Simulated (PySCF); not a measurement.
# r2SCAN on Cl (chlorine, neutral)

Configuration: [Ne] 3s2 3p5, 2P determinant. Computed with PySCF 2.14 in aug-cc-pV(5+d)Z, with the non-relativistic Hamiltonian (point nucleus).

```
Total energy                                                  : -460.1305 hartree
One-electron energy                                           : -635.0037 hartree
Hartree (Coulomb) energy                                      : 203.0483 hartree
Exchange-correlation energy                                   : -28.1751 hartree
Kinetic energy                                                : 459.71754 hartree
⟨S²⟩                                                          : 0.7565
⟨L²⟩                                                          : 2.027
Sum of ⟨r⟩                                                    : 15.79 bohr
Sum of ⟨r²⟩                                                   : 27.53 bohr²
Traceless quadrupole moment −½Σ⟨3z² − r²⟩ along its main axis : 1.57 e·bohr²
Density at the nucleus (Gaussians lack the cusp)              : 3210 bohr⁻³
Spin density at the nucleus                                   : 0.153 bohr⁻³
Langevin diamagnetic susceptibility                           : -21.8 ×10⁻⁶ cm³/mol
```

```
shell  electrons  mean orbital energy (eV)  spread (eV)  rms radius, mean of both spins (bohr)
 1s α          1                   -2754.8            0                                  0.106
 1s β          1                   -2754.6            0                                  0.106
 2s α          1                   -256.16            0                                  0.485
 2s β          1                   -256.05            0                                  0.485
 2p α          3                   -194.70        0.614                                  0.454
 2p β          3                   -194.45        0.185                                  0.454
 3s α          1                   -22.088            0                                   1.67
 3s β          1                   -20.365            0                                   1.67
 3p α          3                    -9.475        1.739                                   2.01
 3p β          2                    -8.457            0                                   2.01
```
